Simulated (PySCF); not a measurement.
**How methods differ on the excitation energy of Sn**

Sn [Kr] 4d10 5s2 5p2 (3P) → Sn [Kr] 4d10 5s2 5p1 6s1 (3P), as a difference of total energies. All numbers are calculated (PySCF 2.14, scalar relativity through the core potential, in aug-cc-pwCVTZ-PP with ECP28MDF (8s7p6d4f1g, 96 functions)). Correlated levels: valence: 4s2 4p6 4d10 frozen; valence and next inner shell: nothing frozen outside the core potential. The calculations carry no spin-orbit coupling.

```csv
method,excitation energy (eV),error (eV)
UHF,4.143,-0.132
LDA,4.199,-0.076
PBE,4.099,-0.176
PBE0,4.211,-0.064
r2SCAN,4.398,+0.123
B3LYP,4.179,-0.096
wB97X,4.310,+0.035
BHandHLYP,4.266,-0.009
TPSS,4.206,-0.069
MP2 (valence),4.256,-0.019
SCS-MP2 (valence),4.242,-0.033
MP2 (valence and next inner shell),4.270,-0.005
SCS-MP2 (valence and next inner shell),4.228,-0.047
```

Reference: 4.275 eV (measured; NIST levels, between the centres of gravity of the two terms).

Errors of the correlated levels include the incompleteness of this basis and the frozen core.
